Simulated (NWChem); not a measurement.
# GaNH4; SMILES [NH2][GaH2]

```xyz
6

Ga     0.0000     0.0000     0.3990
H      0.0000    -1.4062     1.0974
H      0.0000     1.4062     1.0974
N      0.0000     0.0000    -1.4270
H      0.0000    -0.8403    -1.9897
H      0.0000     0.8403    -1.9897
```
Atoms are numbered in this order, from 1.

Results from NWChem. Pople sets run with spherical d functions. Structure relaxed at the B3LYP/6-31G* (spherical d) level. B3LYP is NWChem's, with the RPA form of VWN correlation. GIAO values for the isolated, static molecule; σ is the absolute isotropic shielding, δ = σ(reference) − σ with the isolated reference molecule computed at the same levels (1H: tetramethylsilane, 15N: ammonia).

For level KT2/pcSseg-1:

| Item | Result |
|---|---|
| σ Ga1 (ppm) | 1315.7 |
| δ H2 (ppm) | 5.47 |
| δ N4 (ppm) | 91.5 |
| δ H5 (ppm) | 3.38 |

How do the values read with level B3LYP/6-31G* instead?

The σ Ga1 (ppm) comes out as 1543.4. The δ H2 (ppm) comes out as 5.96, the δ N4 (ppm) is 83.0 and the δ H5 (ppm) is 2.61.
